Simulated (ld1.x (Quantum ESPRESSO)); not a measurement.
## Reading a pseudo-wave (rhodium (Rh))

Columns: radius, all-electron u(r) and pseudo u(r) of the 4p shell (level -86.07 eV) of rhodium in the configuration [Ar] 3d10 4s2 4p6 4d6 5s0 5p0; PBE, scalar-relativistic, TM semilocal scheme, ld1.x (Quantum ESPRESSO) 7.5.

```csv
r (bohr),all-electron,pseudo
0.085,0.3689,0.0153
0.170,-0.1691,0.0612
0.255,-0.5665,0.1376
0.340,-0.5245,0.2438
0.425,-0.2140,0.3777
0.510,0.1750,0.5339
0.595,0.5294,0.7007
0.680,0.8013,0.8606
0.765,0.9819,0.9920
0.850,1.0792,1.0768
0.935,1.1098,1.1079
1.020,1.0910,1.0907
1.105,1.0387,1.0387
1.190,0.9657,0.9657
1.275,0.8819,0.8819
1.360,0.7940,0.7940
1.445,0.7070,0.7070
1.530,0.6238,0.6238
1.615,0.5462,0.5462
1.700,0.4753,0.4753
1.785,0.4114,0.4114
1.870,0.3546,0.3546
1.955,0.3043,0.3043
2.040,0.2603,0.2603
2.125,0.2220,0.2220
2.210,0.1888,0.1888
```

(1) How many radial nodes do the two functions have?

(2) At about which radius was the pseudo-wave matched?

(3) Where does each function peak?

(4) Is the pseudo-wave norm-conserving?

Results:

(1) The all-electron 4p function has n − l − 1 = 2; the pseudo-wave has 0, since the states of the same l below it are removed with the core.

(2) 1.15 bohr. The columns agree to 0.0005 from 1.02 bohr on; several derivatives are matched, so the curves merge somewhat inside the radius.

(3) Outermost all-electron maximum near 0.94 bohr, pseudo maximum near 0.94 bohr (to the table’s step).

(4) Yes: the TM semilocal scheme keeps the norm inside the radius equal to the all-electron one, which fixes the energy derivative of the logarithmic derivative at the level.
